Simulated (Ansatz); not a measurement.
Consider the formal exchange of groups at a W–Cl bond: `[NH2][W](=[S])(=[S])[Cl]` + CH₄ → `[CH3][W]([NH2])(=[S])=[S]` + HCl.

Computed with Ansatz on PBE0-D4/def2-TZVP structures; ΔE is electronic, products minus reactants. CCSD(T)/CBS is the MP2 limit (def2-TZVPP, def2-QZVPP) plus CCSD(T) − MP2 in def2-TZVPP, frozen cores. This one scheme is used for every species. DFT in def2-TZVPP. Elements past krypton have def2 core potentials. For W outer-core shells are correlated without core-valence functions, which leaves a few kJ/mol of doubt a bond. Each species was taken in one conformer, which may not be the lowest.

```json
{"level": "ωB97M-V", "ΔE (eV)": "1.40"}
{"level": "RPA@PBE/def2-TZVPP", "ΔE (eV)": "1.36"}
{"level": "MP2/def2-SVP", "ΔE (eV)": "1.62"}
{"level": "MP2/def2-TZVPP", "ΔE (eV)": "1.59"}
{"level": "SCS-MP2/def2-TZVPP", "ΔE (eV)": "1.54"}
{"level": "HF/def2-QZVPP", "ΔE (eV)": "1.41"}
{"level": "HF/CBS(def2)", "ΔE (eV)": "1.41"}
{"level": "MP2/CBS(def2)", "ΔE (eV)": "1.61"}
```

Q: What does CCSD(T)/CBS give? (An estimate is asked.)

A: The calculation gave: +1.41 eV. The listed levels differ from it by -0.01, -0.05, 0.21, 0.18, 0.13, 0.00, 0.00, 0.20 eV.

Largest T1 diagnostic among the species: 0.022, so the coupled-cluster value is less sure than usual.

From r2SCAN to r2SCAN0 (25 % exact exchange), in def2-TZVPP and without D4, ΔE moves by −0.04 eV. Leaving LDA and LC-ωPBE aside and taking each functional with its dispersion term where it has one, the values, not all of them listed here, spread over 0.15 eV, from ωB97M-V to B97M-V. LDA lies −0.05 eV from PBE without D4.
